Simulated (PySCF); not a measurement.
CH₂F, SMILES [CH2]F, multiplicity 2. Atoms are numbered in the order given.

```xyz
4

C     -0.6488     0.0558     0.0000
F      0.6808    -0.0097     0.0000
H     -1.1171    -0.1239     0.9584
H     -1.1171    -0.1239    -0.9584
```
Charge 0, spin multiplicity 2.

Geometry optimised at PBE0-D3(BJ)/def2-TZVPD. The isomer is the one that the SMILES or the coordinates give; other isomers of the formula were not compared.

All values below come from B3LYP/pcH-1 run with PySCF.

Unrestricted Kohn–Sham, ⟨S²⟩ = 0.753. Hyperfine tensors hold the contact and dipolar terms, without spin-orbit corrections.

Computed hyperfine couplings:
| nucleus | A(iso) (MHz) | A(iso) (G) | dipolar principal values (MHz) |
|---|---|---|---|
| 13C no. 1 | 159.9 | 57.1 | -85.4, -82.5, 167.9 |
| 19F no. 2 | 170.5 | 60.8 | -310.6, -271.1, 581.7 |
| 1H no. 3 | -51.5 | -18.4 | -38.1, -2.5, 40.5 |
| 1H no. 4 | -51.5 | -18.4 | -38.1, -2.5, 40.5 |

Question: And the g tensor (effective nuclear charges for spin-orbit coupling, GIAO)? (Estimate from the structure and the level; the computed values follow.)

Answer: principal values 2.0021, 2.0049, 2.0056; isotropic 2.0042.
